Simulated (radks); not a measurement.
Results of a calculation; reference values are marked as such.
The mean radii <r> (bohr) of the occupied orbitals of an atom or ion are listed with their occupations. Level of theory: non-relativistic Kohn-Sham, TPSS, spin-polarised, spherical densities, point nucleus; meta-GGA in the generalised Kohn-Sham scheme (a radial shooting solver on a logarithmic mesh with Libxc functionals).

| orbital | occ. | <r> |
|---|---|---|
| 1s | 2 | 0.1039 |
| 2s | 2 | 0.5190 |
| 2p | 6 | 0.4833 |
| 3s | 2 | 1.678 |

Name the element and its charge. Open shells, if any, are filled with parallel spins first.

Answer. Z = 15, phosphorus, charge +3: P3+ in [Ne] 3s2. The 1s radius gives Z: for a bare nucleus <r> = 1.5/Z, 0.1 bohr for Z = 15, and screening makes it slightly larger (0.1039 here). The occupations add up to 12, and the charge is Z minus that.
